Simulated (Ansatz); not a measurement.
A series at Si: from `O[SiH](O)O`, ligands are replaced one by one, each step taking up NH₃ and setting free H₂O; n counts the steps. Ansatz, PBE0-D4/def2-TZVP geometries. Each molecule was computed in one conformer, which needn't be the lowest.

CBS adds triple-zeta CCSD(T) − MP2 to the MP2 limit, frozen cores; atoms without spin–orbit coupling. 

```tsv
n	molecule	atomization energy, CCSD(T)/CBS (kJ/mol)
0	`O[SiH](O)O`	3173.5
1	`N[SiH](O)O`	3397.0
2	`N[SiH](N)O`	?
3	`N[SiH](N)N`	3847.8
```

Question: By hand: fit a straight line y = ȳ + b (n − n̄) to the 3 given rows and predict n = 2.

Answer: n̄ = 1.333, ȳ = 3472.77; Σ(n − n̄)(y − ȳ) = 1049.33, Σ(n − n̄)² = 4.667, so b = 224.84 kJ/mol a step. Prediction: 3472.77 + (224.84) × (0.667) = 3622.7 kJ/mol.

Question: By hand: compare with the computed value, 3624.3 kJ/mol, and give the steps along the whole series.

Answer: The line misses by 1.6 kJ/mol (computed minus predicted). Steps: 223.5, 227.3, 223.5 kJ/mol.

The steps differ by at most 3.8 kJ/mol, 1.7 % of a mean step, so the ligands' effects nearly add and a line is close. The miss is 0.2 % of the series' range. The energies themselves are unsure by some kJ/mol a bond, though much of that is common to the series.
